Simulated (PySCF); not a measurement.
Gas-phase reaction: WOF₄ + 3 O → WO₂F₂ + 2 FO

Computed with PySCF (xtb for GFN2) and rigid-rotor harmonic-oscillator thermochemistry at 1 bar. † marks an energy on the PBE0/def2-TZVP geometry and frequencies; other levels use their own. MP2 and CCSD(T) freeze the core. Open shells (unrestricted): O (multiplicity 3, electronic degeneracy 9), FO (multiplicity 2, electronic degeneracy 4); the rest are closed-shell singlets. GFN2 has no spin-polarisation term. Spin-orbit splitting is ignored; it lowers the true energy and changes the entropy of O, FO. W: scalar-relativistic def2 core potential, no spin-orbit coupling. WO₂F₂: computed as isolated molecules; such fragments, hydroxides, amides, oligomers or adducts are transient or little studied in the gas. MP2 isn't extrapolated to the basis-set limit; its ΔH°(298 K) is -42.8 kJ in def2-SVP and -102.3 kJ in def2-TZVPP. CCSD(T) isn't extrapolated to the basis-set limit; its ΔH°(298 K) is -17.7 kJ in def2-SVP and -69.1 kJ in def2-TZVPP. The harmonic model lacks anharmonicity and excited electronic states, which grow with temperature; levels with a mode under 35 cm⁻¹ are left out. Soft modes under 120 cm⁻¹ make the harmonic entropy rough for WOF₄. Warning, large T1 diagnostic: WO₂F₂, WOF₄ (CCSD(T)/def2-TZVPP†). Warning, point group unlike the PBE0 one: WO₂F₂ (GFN2-xTB).

```json
[
 {"level": "BLYP/def2-TZVP†", "ΔE electronic, kJ": "-234", "ΔH°(298 K), kJ": "-229", "ΔS°(298 K), J/K": "-71", "ΔG°(1000 K), kJ": "-147"},
 {"level": "CCSD(T)/def2-TZVPP†", "ΔE electronic, kJ": "-74", "ΔH°(298 K), kJ": "-69", "ΔS°(298 K), J/K": "-71", "ΔG°(1000 K), kJ": "13"},
 {"level": "GFN2-xTB", "ΔE electronic, kJ": "-714", "ΔH°(298 K), kJ": "-709", "ΔS°(298 K), J/K": "-68", "ΔG°(1000 K), kJ": "-629"},
 {"level": "HF/def2-TZVP†", "ΔE electronic, kJ": "423", "ΔH°(298 K), kJ": "428", "ΔS°(298 K), J/K": "-71", "ΔG°(1000 K), kJ": "510"},
 {"level": "MP2/def2-TZVPP†", "ΔE electronic, kJ": "-107", "ΔH°(298 K), kJ": "-102", "ΔS°(298 K), J/K": "-71", "ΔG°(1000 K), kJ": "-20"},
 {"level": "PBE/def2-SVP", "ΔE electronic, kJ": "-265", "ΔH°(298 K), kJ": "-261", "ΔS°(298 K), J/K": "-71", "ΔG°(1000 K), kJ": "-180"},
 {"level": "PBE/def2-TZVP†", "ΔE electronic, kJ": "-270", "ΔH°(298 K), kJ": "-265", "ΔS°(298 K), J/K": "-71", "ΔG°(1000 K), kJ": "-183"},
 {"level": "PBE0/def2-QZVP†", "ΔE electronic, kJ": "-126", "ΔH°(298 K), kJ": "-122", "ΔS°(298 K), J/K": "-71", "ΔG°(1000 K), kJ": "-40"},
 {"level": "PBE0/def2-SVP†", "ΔE electronic, kJ": "-120", "ΔH°(298 K), kJ": "-116", "ΔS°(298 K), J/K": "-71", "ΔG°(1000 K), kJ": "-33"},
 {"level": "r2SCAN/def2-TZVP†", "ΔE electronic, kJ": "-148", "ΔH°(298 K), kJ": "-143", "ΔS°(298 K), J/K": "-71", "ΔG°(1000 K), kJ": "-61"},
 {"level": "ωB97M-V/def2-TZVP†", "ΔE electronic, kJ": "-123", "ΔH°(298 K), kJ": "-119", "ΔS°(298 K), J/K": "-71", "ΔG°(1000 K), kJ": "-37"}
]
```
ΔH° is lowest at GFN2-xTB and highest at HF/def2-TZVP†. No reference value is set beside these.
